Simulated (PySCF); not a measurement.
Polarisability and C₆ of As³⁺ (arsenic, charge +3)

[Ar] 3d10 4s2, closed-shell 1S. All numbers are calculated (PySCF 2.14, scalar relativity by spin-free X2C-1e, in dyall-av3z (24s17p11d2f, 144 functions)). Coupled (time-dependent) response in atomic units; α is the mean over directions.

| method | mean α (bohr³) | C₆ (like pair) | S(−4) |
| --- | --- | --- | --- |
| UHF | 7.735 | 24.03 | 29.69 |
| PBE | 6.707 | 19.84 | 21.88 |
| PBE0 | 6.980 | 20.92 | 23.85 |

S(−4) is the Cauchy moment in α(ω) = α(0) + S(−4) ω² + …

α(iu) at PBE0:

```tsv
u (hartree)	α(iu) (bohr³)
0	6.980
0.0500	6.921
0.100	6.750
0.200	6.147
0.300	5.361
0.500	3.847
0.750	2.547
1.00	1.782
1.50	1.024
2.00	0.6797
3.00	0.3757
5.00	0.1725
```

A single London oscillator, α(iu) = α/(1 + u²/ω²), gives C₆ = (3/4) ω α². Matching the computed C₆ needs ω = 4 × 20.92 / (3 × 6.980²) = 0.573 hartree.

For an ion, C₆ is the dispersion term alone; charge-induced terms of lower order in 1/R come first.
